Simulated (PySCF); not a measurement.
H4N (SMILES [NH4+]), charge +1, singlet, geometry from GFN2-xTB. Base run: PBE/def2-SVP run with PySCF.

The PySCF input:
```python
from pyscf import gto, scf, dft

mol = gto.M(
    atom='''
N     0.000000   -0.000000    0.000000
H    -0.007295    0.966032   -0.356032
H     0.836383   -0.488240   -0.349447
H    -0.844712   -0.491516   -0.323888
H     0.015623    0.013724    1.029367
''',
    basis='def2-svp',
    charge=1,
    spin=0,
    verbose=4,
)

mf = dft.RKS(mol)
mf.xc = 'pbe'
mf.kernel()
mo_i, mo_e, stable_i, stable_e = mf.stability(internal=True, external=True, return_status=True, nroots=6, tol=1e-6)
print('internally stable:', stable_i, ' externally stable:', stable_e)
if not stable_e:
    umf = mf.to_uhf() if not hasattr(mf, 'xc') else mf.to_uks()
    umf.scf_summary = {}
    umf.kernel(umf.make_rdm1(mo_e, umf.mo_occ))
mf.analyze()
```

The bond that is stretched is that between atoms 5 and 1. A test that says stable can miss a lower solution.

Each row names what was changed in the base input (with any setting that the change needs).

| change | ΔE vs base (eV) | <S^2> | HOMO-LUMO gap (eV) | stability test says | outcome |
|---|---|---|---|---|---|
| base | 0.00 | 0.000 | 14.46 | stable | converged |
| bond × 1.25 | 0.75 | 0.000 | 11.40 | stable | converged |
| bond × 1.5 | 2.06 | 0.000 | 8.00 | stable | converged |
| bond × 1.8 | 3.46 | 0.000 | 5.08 | stable | converged |
| bond × 2.2 | 4.79 | 0.000 | 2.72 | external instability | converged |
| bond × 3.0 | - | - | - | - | not converged |

Where a bond breaks into two radicals, a solution with restricted orbitals usually stops being the lowest and lies too high; an unrestricted one lies lower at the price of spin contamination, which <S^2> shows.
